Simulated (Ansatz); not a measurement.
Gas-phase electronic energies from Ansatz, PBE0-D4/def2-TZVP geometries. CCSD(T)/CBS adds triple-zeta CCSD(T) − MP2 to the extrapolated MP2 energy (def2 sets, frozen cores). Functionals use def2-TZVPP. For Zn outer-core shells are correlated without core-valence functions, which leaves a few kJ/mol of doubt a bond. Scalar relativity is left out up to krypton. Each species was taken in one conformer, which may not be the lowest.

Reaction (cleavage of the Si–B bond): `O[SiH2]BO[SiH3]` + `[NH2][ZnH]` → `O[SiH2][NH][ZnH]` + `BO[SiH3]`

`O[SiH2]BO[SiH3]`:

```xyz
12

O    -1.118   -2.433    1.859
Si   -0.551   -0.879    1.748
B    -0.162   -0.306   -0.165
O     0.536    0.831   -0.369
Si    1.024    1.616   -1.749
H    -1.832   -2.681    1.270
H    -1.526    0.089    2.343
H     0.673   -0.850    2.591
H    -0.544   -0.929   -1.131
H     0.436    2.976   -1.727
H     0.560    0.867   -2.944
H     2.503    1.699   -1.726
```

`[NH2][ZnH]`:

Cartesian coordinates in Å:
```
N -0.569 0.411 0.453
Zn 0.818 -0.413 -0.383
H -1.277 -0.140 0.916
H -1.012 1.210 0.025
H 2.040 -1.068 -1.011
```

`O[SiH2][NH][ZnH]`:

```xyz
9

O    -0.157   -0.102    1.366
Si   -0.581   -0.853   -0.068
N     0.308    0.096   -1.141
Zn    1.142    1.488   -0.258
H    -0.811   -0.052    2.064
H    -0.206   -2.296   -0.048
H    -2.070   -0.788   -0.177
H     0.518   -0.183   -2.085
H     1.858    2.690    0.347
```

`BO[SiH3]`:

Cartesian coordinates in Å:
```
B 1.228 -0.148 -0.955
O 0.574 0.464 0.050
Si -0.895 0.178 0.762
H 0.732 -1.096 -1.508
H 2.302 0.281 -1.272
H -1.559 -0.984 0.118
H -1.723 1.397 0.605
H -0.660 -0.094 2.200
```

```csv
level,ΔE (kJ/mol)
PBE-D4,-100.7
MP2/def2-TZVPP,-130.8
CCSD(T)/def2-TZVPP,-124.0
CCSD/CBS(def2),-124.6
```

Task: What does CCSD(T)/CBS give? (Estimate.)

Result: Ansatz gave: -123.5 kJ/mol. The listed levels differ from it by 22.8, -7.3, -0.5, -1.1 kJ/mol.

Largest T1 diagnostic among the species: 0.016.

In def2-TZVPP, CCSD(T) changes the Hartree–Fock value by +13.9 kJ/mol (the triples alone add +1.1 kJ/mol) and MP2 by +7.0 kJ/mol. From PBE to PBE0 (25 % exact exchange), in def2-TZVPP and without D4, ΔE moves by −11.4 kJ/mol.
